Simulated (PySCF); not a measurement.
CHOS, charge +1, singlet, at a GFN2-xTB geometry, atoms displaced at random by about 0.1 Å a coordinate. Base run: HF/STO-3G (PySCF).

PySCF was given this input:
```python
from pyscf import gto, scf
from pyscf.geomopt import geometric_solver

mol = gto.M(
    atom='''
O     1.656390   -0.356774    0.346305
C     0.582318   -0.116553    0.138816
S    -0.938463    0.060931   -0.144242
H    -1.402811   -0.453501    0.929323
''',
    basis='sto-3g',
    charge=1,
    spin=0,
    verbose=3,
)

def method(m):
    mf = scf.RHF(m)
    return mf

conv, mol_eq = geometric_solver.kernel(method(mol), maxsteps=100)
print('optimisation converged:', conv)
print(mol_eq.tostring(format='xyz'))
mf = method(mol_eq)
mf.kernel()
```

The base run was repeated with changes; each row names its change, and settings that it needs were set with it.

```csv
change,ΔE vs base (kcal/mol),optimiser steps
base,0.000,7
coordsys = prim,0.000,7
convergence_set = GAU_TIGHT,0.000,8
trust = 0.02,0.000,8
convergence_set = TURBOMOLE,0.000,7
convergence_set = GAU_LOOSE,0.000,7
coordsys = dlc,0.000,7
```
